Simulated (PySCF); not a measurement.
## Ti²⁺ (titanium, charge +2) across methods

[Ar] 3d2, high-spin 3F determinant. Computed with PySCF 2.14 in dyall-av2z, with no relativity, point nucleus.

| method | E (hartree) | mean ε 3p α (eV) | mean ε 3p β (eV) | mean ε 3d α (eV) | Σ⟨r²⟩ (bohr²) | ⟨S²⟩ |
| --- | --- | --- | --- | --- | --- | --- |
| r2SCAN | -848.571 | -56.277 | -54.154 | -21.271 | 16.52 | 2.001 |
| PBE0 | -848.412 | -58.403 | -56.033 | -22.852 | 16.54 | 2.001 |
| TPSS | -848.639 | -55.494 | -53.645 | -21.072 | 16.58 | 2.001 |
| wB97X-V | -848.499 | -60.774 | -58.632 | -25.244 | 16.56 | 2.001 |
| B3LYP | -848.622 | -57.743 | -55.547 | -22.574 | 16.60 | 2.001 |
| LDA | -846.531 | -55.309 | -53.576 | -20.893 | 16.68 | 2.000 |
| PBE | -848.363 | -55.249 | -53.477 | -20.932 | 16.67 | 2.000 |
| PW91 | -848.620 | -55.322 | -53.558 | -21.031 | 16.67 | 2.000 |
| UHF | -847.72785 | -66.832 | -62.369 | -27.999 | 16.40 | 2.002 |
